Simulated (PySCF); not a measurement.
C3H8O2Si, SMILES O[C@H]1CO[SiH2]C1. Atoms are numbered in the order given.

```xyz
14

O     -1.5164     0.0891     1.1392
C     -1.1961     0.2450    -0.2241
C     -0.1911     1.3941    -0.3038
O      1.0878     0.9358     0.0794
Si     1.2202    -0.7387     0.0210
C     -0.4840    -1.0077    -0.7529
H     -2.0082    -0.7319     1.2425
H     -2.0973     0.4931    -0.8204
H     -0.5114     2.2033     0.3714
H     -0.1605     1.7936    -1.3346
H      2.3609    -1.1499    -0.8487
H      1.4124    -1.3448     1.3700
H     -1.0209    -1.9311    -0.4863
H     -0.4014    -0.9788    -1.8524
```
Charge 0, spin multiplicity 1.

Coordinates come from a PBE0-D3(BJ)/def2-SVP optimisation. The structure was generated by enumeration; whether it is a known compound was not checked. One conformer was computed; it need not be the lowest.

Two levels are set side by side: PBE/pcSseg-1 (PySCF) and B3LYP/pcSseg-1 (PySCF). GIAO shifts against H2O (¹⁷O), TMS (²⁹Si), TMS (¹H), TMS (¹³C) at the same level; non-relativistic, no solvent, atoms listed together averaged. Differences are taken from unrounded values.

| quantity | PBE |
|---|---|
| δ(¹⁷O) of O1 (ppm) | 86.8 |
| δ(¹³C) of C2 (ppm) | 79.2 |
| δ(¹³C) of C3 (ppm) | 80.9 |
| δ(¹⁷O) of O4 (ppm) | 30.2 |
| δ(²⁹Si) of Si5 (ppm) | 5.2 |
| δ(¹³C) of C6 (ppm) | 26.6 |
| δ(¹H) of H7 (ppm) | 0.18 |
| δ(¹H) of H8 (ppm) | 4.87 |

Task: These are the PBE values. What does B3LYP give? (Estimate from the structure and the level; the computed values follow.)

Result: 
```tsv
quantity	B3LYP	PBE minus B3LYP
δ(¹⁷O) of O1 (ppm)	79.6	7.2
δ(¹³C) of C2 (ppm)	77.5	1.7
δ(¹³C) of C3 (ppm)	79.2	1.7
δ(¹⁷O) of O4 (ppm)	22.3	7.8
δ(²⁹Si) of Si5 (ppm)	0.1	5.1
δ(¹³C) of C6 (ppm)	25.8	0.8
δ(¹H) of H7 (ppm)	0.26	-0.08
δ(¹H) of H8 (ppm)	4.61	0.26
```

Rough cost on one machine, each run with all the roots and properties that it gave: B3LYP against PBE within a factor of 2.
